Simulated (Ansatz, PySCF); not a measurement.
ZrO2, SMILES [O]=[Zr]=[O], multiplicity 1. Atoms are numbered in the order given.

```xyz
3

Zr     0.0000     0.0000    -0.2883
O      0.0000     1.4385     0.7534
O      0.0000    -1.4385     0.7534
```
Charge 0, spin multiplicity 1.

Coordinates come from a B3LYP-D3(BJ)/def2-TZVP optimisation. The spin state was assumed, not searched. The isomer is the one that the SMILES or the coordinates give; other isomers of the formula were not compared. The def2 effective core potentials stand for the cores of Zr; spin–orbit coupling is left out.

Two levels are set side by side: PBE-D3(BJ)/def2-TZVP (Ansatz, a first-principles code) and B3LYP-D3(BJ)/def2-TZVP (Ansatz). Each level has its own optimised geometry; the coordinates shown are those of the second. Frequencies come from the Hessian of PySCF at each geometry. Differences are taken from unrounded values.

```json
[
 {"quantity": "mean bond length (Å)", "B3LYP-D3(BJ)": "1.776", "PBE-D3(BJ)": "1.782", "PBE-D3(BJ) minus B3LYP-D3(BJ)": "0.006"},
 {"quantity": "bond Zr1–O2 (Å)", "B3LYP-D3(BJ)": "1.776", "PBE-D3(BJ)": "1.782", "PBE-D3(BJ) minus B3LYP-D3(BJ)": "0.006"},
 {"quantity": "bond Zr1–O3 (Å)", "B3LYP-D3(BJ)": "1.776", "PBE-D3(BJ)": "1.782", "PBE-D3(BJ) minus B3LYP-D3(BJ)": "0.006"},
 {"quantity": "highest harmonic wavenumber (cm⁻¹)", "B3LYP-D3(BJ)": "936", "PBE-D3(BJ)": "910", "PBE-D3(BJ) minus B3LYP-D3(BJ)": "-26"},
 {"quantity": "mean harmonic wavenumber (cm⁻¹)", "B3LYP-D3(BJ)": "702", "PBE-D3(BJ)": "686", "PBE-D3(BJ) minus B3LYP-D3(BJ)": "-16"},
 {"quantity": "zero-point energy (kcal/mol)", "B3LYP-D3(BJ)": "3.01", "PBE-D3(BJ)": "2.94", "PBE-D3(BJ) minus B3LYP-D3(BJ)": "-0.07"}
]
```

Exact exchange shortens and stiffens bonds; PBE has none. Differences between two approximate levels are no errors against the true value.
